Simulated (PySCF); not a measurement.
An excited-state job on `O=CC(=O)[SiH2][SiH2]P`.

Computed with TDDFT B3LYP/def2-SVPD, vertical, gas phase, core orbitals frozen in the response (PySCF 2.14.0, density-fitted response routines). Geometry: GFN2-xTB. The input is one job of a driver script: a line of settings, then coordinates in Å.

Command:
```bash
OMP_NUM_THREADS=1 python probes_run.py task.json out
```

Input:
```
{"job": {"kind": "uv", "xc": "B3LYP", "basis": "def2-SVPD", "nstates": 8, "ntriplets": 3}, "charge": 0, "multiplicity": 1}
O      1.597504     1.195611    -0.756835
C      2.345245     0.420325    -0.193846
C      1.904476    -0.445263     0.907968
O      2.439262    -0.651089     1.969703
Si     0.162877    -1.127929     0.415883
Si    -0.964859     0.905732     0.090969
P     -3.146352     0.673479     0.647341
H      3.341046     0.183055    -0.609595
H     -0.201696    -2.078010     1.469578
H      0.356753    -1.885637    -0.826661
H     -1.038827     1.336365    -1.306004
H     -0.500453     1.986654     0.967074
H     -2.938667    -0.019278     1.826000
H     -3.356987    -0.494487    -0.063691
```

Question: Give the output.

Answer: 
```
coarse grid: 13560 points
cycle   1  E = -1150.3989899170  dE =  8.085e-01  |g| = 1.019e+00  |ddm| = 4.910e+00
cycle   2  E = -1149.2531830562  dE =  1.146e+00  |g| = 2.578e+00  |ddm| = 3.601e+00
cycle   3  E = -1150.6115943795  dE = -1.358e+00  |g| = 8.375e-02  |ddm| = 2.709e+00
cycle   4  E = -1150.6119768024  dE = -3.824e-04  |g| = 8.314e-02  |ddm| = 2.810e-01
cycle   5  E = -1150.6134653876  dE = -1.489e-03  |g| = 3.193e-02  |ddm| = 1.226e-01
cycle   6  E = -1150.6136473939  dE = -1.820e-04  |g| = 9.886e-03  |ddm| = 3.825e-02
cycle   7  E = -1150.6136711874  dE = -2.379e-05  |g| = 2.405e-03  |ddm| = 1.630e-02
cycle   8  E = -1150.6136725862  dE = -1.399e-06  |g| = 7.392e-04  |ddm| = 4.386e-03
final grid: 118216 points
cycle   9  E = -1150.7742739457  dE = -1.699e-05  |g| = 4.056e-03  |ddm| = 8.697e-02
cycle  10  E = -1150.7742610213  dE =  1.292e-05  |g| = 9.156e-03  |ddm| = 1.275e-02
cycle  11  E = -1150.7742774054  dE = -1.638e-05  |g| = 5.915e-04  |ddm| = 7.903e-03
cycle  12  E = -1150.7742775144  dE = -1.090e-07  |g| = 1.105e-04  |ddm| = 1.501e-03
cycle  13  E = -1150.7742775182  dE = -3.774e-09  |g| = 5.693e-05  |ddm| = 3.029e-04
cycle  14  E = -1150.7742775190  dE = -8.258e-10  |g| = 2.061e-05  |ddm| = 9.308e-05
converged SCF energy = -1150.7742775190

Static polarisability (au): isotropic 123.415, principal 92.398 107.298 170.549

Singlet excitations
state   eV       nm        f      main configurations
  1   2.0935    592.2   0.01944   H->L 0.81, H-1->L 0.17
  2   3.3470    370.4   0.07411   H-1->L 0.80, H->L 0.17
  3   4.0124    309.0   0.00879   H-2->L 0.32, H->L+1 0.32, H-4->L 0.15
  4   4.4223    280.4   0.00621   H->L+1 0.51, H-2->L 0.36
  5   4.8354    256.4   0.00249   H-3->L 0.56, H-2->L 0.26, H-4->L 0.10
  6   5.0964    243.3   0.00194   H->L+2 0.73, H-1->L+1 0.15
  7   5.2484    236.2   0.00565   H-4->L 0.39, H-1->L+1 0.19, H-3->L 0.16
  8   5.3163    233.2   0.00428   H->L+3 0.55, H-4->L 0.21, H-3->L 0.09

Triplet excitations (Tamm-Dancoff, eV): 1.5321 3.0003 3.4263
```

The SCF starts on a coarse grid where the log names one; the energy can jump when the final grid takes over, and dE then counts from the start density on the new grid. H and L stand for HOMO and LUMO; the number after each pair is its weight.

Question: Give the mean polarisability as a volume in Å³, and the ratio of the largest to the smallest principal value.

Answer: 123.415 au × 0.148185 = 18.29 Å³; 170.549/92.398 = 1.85.

Summary of the converged run: HOMO -6.60 eV, LUMO -3.38 eV; lowest singlet 2.09 eV; lowest triplet 1.53 eV (Tamm–Dancoff); mean polarisability 123.4 au.

Time: 36 s; peak memory 0.85 GiB. Hardware: one thread of an Arm Neoverse V1, no GPU, shared host with 32 logical CPUs at a one-minute load of 21.

One conformer stands for the species.
Labels such as C1 count atoms from 1, the log's own numbers from 0.
